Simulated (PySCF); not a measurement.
methylammonium (CH₆N), SMILES C[NH3+], charge +1.

Geometry: PBE-D3(BJ)/def2-TZVP.

Level of theory: PBE-D3(BJ)/def2-TZVP (PySCF).

Harmonic, unscaled wavenumbers; measured fundamentals usually lie a few per cent lower.

Modes within 1.5 cm⁻¹ of each other (mostly degenerate sets) share a row, with their intensities summed.

```json
[
 {"mode": "1", "ν (cm⁻¹)": "294", "IR (km/mol)": "0.0", "moving atoms (share of kinetic energy)": "H 100 %"},
 {"mode": "2–3", "ν (cm⁻¹)": "888", "IR (km/mol)": "47.8", "moving atoms (share of kinetic energy)": "H 95 %"},
 {"mode": "4", "ν (cm⁻¹)": "923", "IR (km/mol)": "5.3", "moving atoms (share of kinetic energy)": "C 48 %, N 39 %, H 13 %"},
 {"mode": "5–6", "ν (cm⁻¹)": "1239", "IR (km/mol)": "7.5", "moving atoms (share of kinetic energy)": "H 69 %, C 18 %, N 13 %"},
 {"mode": "7", "ν (cm⁻¹)": "1416", "IR (km/mol)": "2.7", "moving atoms (share of kinetic energy)": "H 87 %, C 12 %"},
 {"mode": "8–9", "ν (cm⁻¹)": "1449", "IR (km/mol)": "50.1", "moving atoms (share of kinetic energy)": "H 97 %"},
 {"mode": "10", "ν (cm⁻¹)": "1481", "IR (km/mol)": "100.3", "moving atoms (share of kinetic energy)": "H 86 %, N 14 %"},
 {"mode": "11–12", "ν (cm⁻¹)": "1622", "IR (km/mol)": "81.9", "moving atoms (share of kinetic energy)": "H 97 %"},
 {"mode": "13", "ν (cm⁻¹)": "3023", "IR (km/mol)": "0.1", "moving atoms (share of kinetic energy)": "H 98 %"},
 {"mode": "14–15", "ν (cm⁻¹)": "3125", "IR (km/mol)": "2.2", "moving atoms (share of kinetic energy)": "H 90 %, C 10 %"},
 {"mode": "16", "ν (cm⁻¹)": "3317", "IR (km/mol)": "39.1", "moving atoms (share of kinetic energy)": "H 98 %"},
 {"mode": "17–18", "ν (cm⁻¹)": "3389", "IR (km/mol)": "222.2", "moving atoms (share of kinetic energy)": "H 92 %, N 8 %"}
]
```
